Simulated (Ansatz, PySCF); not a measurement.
Another site gives an ion 68527.52 eV lower (`O[SiH2]Br`) at the level CAM-B3LYP-D3(BJ)/def2-TZVPD (PySCF).

Method: CAM-B3LYP-D3(BJ)/def2-TZVPD run with Ansatz (a first-principles code). No frequencies were computed at this level.

Ansatz 0.2 input:
```yaml
crystal:
  periodic: [false, false, false]
  atoms:
    - { symbol: N, position_ang: [0.936167, -0.742377, 0.143792] }
    - { symbol: Si, position_ang: [-0.135281, 0.603926, -0.016393] }
    - { symbol: O, position_ang: [-1.642294, 0.031984, -0.221622] }
    - { symbol: H, position_ang: [1.924239, -0.559202, 0.193149] }
    - { symbol: H, position_ang: [0.697218, -1.460813, 0.810437] }
    - { symbol: H, position_ang: [0.365196, 1.315212, -1.191404] }
    - { symbol: H, position_ang: [-0.333766, 1.459195, 1.149513] }
    - { symbol: H, position_ang: [-1.811477, -0.647924, -0.867472] }
basis:
  gaussian: { orbitals: def2-tzvpd }
hamiltonian:
  xc: cam_b3lyp
  dispersion: d3bj
relax:
  max_steps: 150
```

Output:

```
Functional definition: CAM-B3LYP
902 factors; their error is unknown
405 factors; integrals over basis functions are off by at most 8.6e-7 eV
mean field evaluation 1: about -11490.3949 eV, gradient 7.2e1 eV
mean field evaluation 2: about -11484.7952 eV, gradient 8.9e1 eV
mean field evaluation 4: about -11498.9629 eV, gradient 3.6e0 eV
mean field evaluation 8: about -11498.9882 eV, gradient 3.1e-2 eV
mean field -11498.98817277 eV, -422.5800210551 hartree, gradient 2.5e-5 eV, S^2 0.000000; 0 other end points of the search recorded, 0 dependent functions left out
reference -11498.98830094 eV, -422.5800257653 hartree; 17, 17 occupied and 148, 148 virtual orbitals, 902 factors
relax step   1: F+E_penalty+E_count = -11499.08124415 eV  Δ(F+E_penalty+E_count) = +0.000e0 eV  max|allowed force component| = 6.367e-1 eV/Å  Δτ_max = 0.0000 Å  (28 SCF iters, accepted)
these checks for a lower state are left out or cut short: starts, cluster_reference, orbital_swaps, neighbouring_geometries, increment
902 factors; their error is unknown
405 factors; integrals over basis functions are off by at most 8.5e-7 eV
mean field evaluation 16: about -11498.9800 eV, gradient 4.7e0 eV
mean field -11499.03477936 eV, -422.5817338159 hartree, gradient 1.9e-5 eV, S^2 0.000000; 0 other end points of the search recorded, 0 dependent functions left out
reference -11499.03490788 eV, -422.5817385390 hartree; 17, 17 occupied and 148, 148 virtual orbitals, 902 factors
relax step   2: F+E_penalty+E_count = -11499.12756257 eV  Δ(F+E_penalty+E_count) = -4.632e-2 eV  max|allowed force component| = 3.048e-1 eV/Å  Δτ_max = 0.0802 Å  (33 SCF iters, accepted)
these checks for a lower state are left out or cut short: starts, cluster_reference, orbital_swaps, neighbouring_geometries, increment
902 factors; their error is unknown
405 factors; integrals over basis functions are off by at most 8.8e-7 eV
mean field -11499.04791271 eV, -422.5822164576 hartree, gradient 2.1e-5 eV, S^2 0.000000; 0 other end points of the search recorded, 0 dependent functions left out
reference -11499.04804140 eV, -422.5822211866 hartree; 17, 17 occupied and 148, 148 virtual orbitals, 902 factors
relax step   3: F+E_penalty+E_count = -11499.14059859 eV  Δ(F+E_penalty+E_count) = -1.304e-2 eV  max|allowed force component| = 4.147e-1 eV/Å  Δτ_max = 0.0848 Å  (32 SCF iters, accepted)
these checks for a lower state are left out or cut short: starts, cluster_reference, orbital_swaps, neighbouring_geometries, increment
902 factors; their error is unknown
405 factors; integrals over basis functions are off by at most 8.8e-7 eV
mean field evaluation 32: about -11499.0447 eV, gradient 2.0e-3 eV
mean field -11499.04964158 eV, -422.5822799924 hartree, gradient 1.6e-5 eV, S^2 0.000000; 0 other end points of the search recorded, 0 dependent functions left out
reference -11499.04976996 eV, -422.5822847103 hartree; 17, 17 occupied and 148, 148 virtual orbitals, 902 factors
relax step   4: F+E_penalty+E_count = -11499.14218704 eV  Δ(F+E_penalty+E_count) = -1.588e-3 eV  max|allowed force component| = 4.515e-1 eV/Å  Δτ_max = 0.2000 Å  (37 SCF iters, accepted)
these checks for a lower state are left out or cut short: starts, cluster_reference, orbital_swaps, neighbouring_geometries, increment
902 factors; their error is unknown
405 factors; integrals over basis functions are off by at most 1.1e-6 eV
mean field -11498.94079567 eV, -422.5782799787 hartree, gradient 1.6e-5 eV, S^2 0.000000; 0 other end points of the search recorded, 0 dependent functions left out
reference -11498.94092398 eV, -422.5782846940 hartree; 17, 17 occupied and 148, 148 virtual orbitals, 902 factors
relax step   5: F+E_penalty+E_count = -11499.03378345 eV  Δ(F+E_penalty+E_count) = +1.084e-1 eV  max|allowed force component| = 1.732e0 eV/Å  Δτ_max = 0.1996 Å  (37 SCF iters, rejected (line search))
these checks for a lower state are left out or cut short: starts, cluster_reference, orbital_swaps, neighbouring_geometries, increment
902 factors; their error is unknown
405 factors; integrals over basis functions are off by at most 9.4e-7 eV
mean field -11499.07652901 eV, -422.5832680871 hartree, gradient 8.5e-6 eV, S^2 0.000000; 0 other end points of the search recorded, 0 dependent functions left out
reference -11499.07665721 eV, -422.5832727984 hartree; 17, 17 occupied and 148, 148 virtual orbitals, 902 factors
relax step   6: F+E_penalty+E_count = -11499.16906551 eV  Δ(F+E_penalty+E_count) = -2.688e-2 eV  max|allowed force component| = 2.007e-1 eV/Å  Δτ_max = 0.0995 Å  (33 SCF iters, accepted)
these checks for a lower state are left out or cut short: starts, cluster_reference, orbital_swaps, neighbouring_geometries, increment
902 factors; their error is unknown
405 factors; integrals over basis functions are off by at most 9.5e-7 eV
mean field -11499.07962007 eV, -422.5833816813 hartree, gradient 2.1e-5 eV, S^2 0.000000; 0 other end points of the search recorded, 0 dependent functions left out
reference -11499.07974837 eV, -422.5833863965 hartree; 17, 17 occupied and 148, 148 virtual orbitals, 902 factors
relax step   7: F+E_penalty+E_count = -11499.17209391 eV  Δ(F+E_penalty+E_count) = -3.028e-3 eV  max|allowed force component| = 9.819e-2 eV/Å  Δτ_max = 0.1000 Å  (32 SCF iters, accepted)
these checks for a lower state are left out or cut short: starts, cluster_reference, orbital_swaps, neighbouring_geometries, increment
902 factors; their error is unknown
405 factors; integrals over basis functions are off by at most 9.6e-7 eV
mean field evaluation 64: about -11499.0820 eV, gradient 4.2e-3 eV
mean field -11499.08204405 eV, -422.5834707613 hartree, gradient 7.1e-6 eV, S^2 0.000000; 0 other end points of the search recorded, 0 dependent functions left out
reference -11499.08217221 eV, -422.5834754708 hartree; 17, 17 occupied and 148, 148 virtual orbitals, 902 factors
relax step   8: F+E_penalty+E_count = -11499.17454432 eV  Δ(F+E_penalty+E_count) = -2.450e-3 eV  max|allowed force component| = 5.814e-2 eV/Å  Δτ_max = 0.0885 Å  (32 SCF iters, accepted)
these checks for a lower state are left out or cut short: starts, cluster_reference, orbital_swaps, neighbouring_geometries, increment
902 factors; their error is unknown
405 factors; integrals over basis functions are off by at most 9.9e-7 eV
mean field -11499.08294441 eV, -422.5835038487 hartree, gradient 1.6e-5 eV, S^2 0.000000; 0 other end points of the search recorded, 0 dependent functions left out
reference -11499.08307268 eV, -422.5835085624 hartree; 17, 17 occupied and 148, 148 virtual orbitals, 902 factors
relax step   9: F+E_penalty+E_count = -11499.17535897 eV  Δ(F+E_penalty+E_count) = -8.147e-4 eV  max|allowed force component| = 1.819e-2 eV/Å  Δτ_max = 0.0297 Å  (32 SCF iters, accepted)
these checks for a lower state are left out or cut short: starts, cluster_reference, orbital_swaps, neighbouring_geometries, increment
902 factors; their error is unknown
405 factors; integrals over basis functions are off by at most 9.9e-7 eV
mean field -11498.95174243 eV, -422.5786822647 hartree, gradient 1.6e-5 eV, S^2 0.000000; 0 other end points of the search recorded, 0 dependent functions left out
reference -11498.95187119 eV, -422.5786869968 hartree; 17, 17 occupied and 148, 148 virtual orbitals, 902 factors
relax step  10: F+E_penalty+E_count = -11499.04417468 eV  Δ(F+E_penalty+E_count) = +1.312e-1 eV  max|allowed force component| = 2.056e0 eV/Å  Δτ_max = 0.1967 Å  (38 SCF iters, rejected (line search))
these checks for a lower state are left out or cut short: starts, cluster_reference, orbital_swaps, neighbouring_geometries, increment
902 factors; their error is unknown
405 factors; integrals over basis functions are off by at most 9.9e-7 eV
mean field -11499.08319015 eV, -422.5835128796 hartree, gradient 1.6e-5 eV, S^2 0.000000; 0 other end points of the search recorded, 0 dependent functions left out
reference -11499.08331843 eV, -422.5835175936 hartree; 17, 17 occupied and 148, 148 virtual orbitals, 902 factors
relax step  11: F+E_penalty+E_count = -11499.17559492 eV  Δ(F+E_penalty+E_count) = -2.359e-4 eV  max|allowed force component| = 1.846e-2 eV/Å  Δτ_max = 0.0291 Å  (32 SCF iters, accepted)
these checks for a lower state are left out or cut short: starts, cluster_reference, orbital_swaps, neighbouring_geometries, increment
902 factors; their error is unknown
405 factors; integrals over basis functions are off by at most 1.0e-6 eV
mean field -11499.08327474 eV, -422.5835159882 hartree, gradient 1.6e-5 eV, S^2 0.000000; 0 other end points of the search recorded, 0 dependent functions left out
reference -11499.08340305 eV, -422.5835207033 hartree; 17, 17 occupied and 148, 148 virtual orbitals, 902 factors
relax step  12: F+E_penalty+E_count = -11499.17566488 eV  Δ(F+E_penalty+E_count) = -6.996e-5 eV  max|allowed force component| = 3.121e-2 eV/Å  Δτ_max = 0.0154 Å  (33 SCF iters, accepted)
these checks for a lower state are left out or cut short: starts, cluster_reference, orbital_swaps, neighbouring_geometries, increment
902 factors; their error is unknown
405 factors; integrals over basis functions are off by at most 1.0e-6 eV
mean field evaluation 96: about -11499.0767 eV, gradient 4.1e-1 eV
mean field -11499.08329638 eV, -422.5835167835 hartree, gradient 1.6e-5 eV, S^2 0.000000; 0 other end points of the search recorded, 0 dependent functions left out
reference -11499.08342469 eV, -422.5835214987 hartree; 17, 17 occupied and 148, 148 virtual orbitals, 902 factors
relax step  13: F+E_penalty+E_count = -11499.17569492 eV  Δ(F+E_penalty+E_count) = -3.004e-5 eV  max|allowed force component| = 7.473e-3 eV/Å  Δτ_max = 0.0034 Å  (34 SCF iters, accepted)
902 factors; their error is unknown
405 factors; integrals over basis functions are off by at most 1.0e-6 eV
mean field -11499.08329638 eV, -422.5835167835 hartree, gradient 7.3e-5 eV, S^2 0.000000; 1 other end points of the search recorded, 0 dependent functions left out
reference -11499.08342469 eV, -422.5835214987 hartree; 17, 17 occupied and 148, 148 virtual orbitals, 902 factors
Total energy: -11499.17582323 eV, -422.5869170823 hartree
Atom 0 at     0.984031    -0.637383     0.358380 Å, force    -0.004678     0.007473    -0.001337 eV/Å
Atom 1 at    -0.172213     0.572511     0.038062 Å, force     0.000907    -0.006532    -0.002464 eV/Å
Atom 2 at    -1.678684     0.023210    -0.339036 Å, force     0.000024     0.001645     0.002690 eV/Å
Atom 3 at     1.711598    -0.879471    -0.290911 Å, force     0.002444    -0.001895     0.000000 eV/Å
Atom 4 at     0.961725    -1.245473     1.158825 Å, force     0.001922    -0.002710     0.001501 eV/Å
Atom 5 at     0.395893     1.353508    -1.082589 Å, force    -0.000760    -0.000134     0.002531 eV/Å
Atom 6 at    -0.421931     1.395748     1.232866 Å, force     0.000224     0.001699    -0.000873 eV/Å
Atom 7 at    -1.780417    -0.582649    -1.075598 Å, force    -0.000083     0.000454    -0.002048 eV/Å
Dipole moment:     0.264393    -0.346834    -0.160789 e Å
```

Cost: around 100 core-seconds (rough).
